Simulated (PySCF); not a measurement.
## Run times: rhodium in x2c-SVPall-2c with one added diffuse shell each of s, p, d type

Measured wall times of calculations with PySCF 2.14 in x2c-SVPall-2c with one added diffuse shell each of s, p, d type (7s9p7d1f, 76 functions), with two-component X2C-1e, run from one Python driver. Hardware: 1 thread of Neoverse-V1 on a shared host, 1.3 GiB allowed. The two-electron integrals over 76 functions were computed once and kept in memory (2.4 CPU seconds with the set-up); the times below exclude them.

Launch command (the driver calls PySCF for each step listed in the task file):

```bash
OMP_NUM_THREADS=1 python sorun2.py TASK.json OUT
```

```
        species                                      step  iterations  wall time (s)
Rh [Kr] 4d8 5s1                            GHF, spin-free          10            2.1
Rh [Kr] 4d8 5s1            GMP2 (17 electrons), spin-free                       0.88
Rh [Kr] 4d8 5s1                  GHF, screened spin-orbit          13            2.6
Rh [Kr] 4d8 5s1  GMP2 (17 electrons), screened spin-orbit                       0.72
    Rh [Kr] 4d9                            GHF, spin-free          23            4.1
    Rh [Kr] 4d9            GMP2 (17 electrons), spin-free                       0.72
    Rh [Kr] 4d9                  GHF, screened spin-orbit          27            4.7
    Rh [Kr] 4d9  GMP2 (17 electrons), screened spin-orbit                       0.73
```

Peak memory of the process: 0.25 GiB. Times on a shared host vary from run to run.
